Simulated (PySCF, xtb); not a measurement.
Ge(H)2(F)(OMe) (CH5FGeO), SMILES C[O][GeH2][F].

GFN2-xTB in xtb at its own geometry gives an orbital gap of 7.69 eV and a dipole moment of 2.29 D.

The structure is a stationary point at PBE0-D3(BJ)/def2-SVP. One conformer was computed; it need not be the lowest.

Task: What does PBE/def2-TZVP (PySCF) give? (The exact figures need the calculation; the answer reports its results.)

Result: gap 6.26 eV (levels -6.75 and -0.49 eV), dipole 1.70 D.
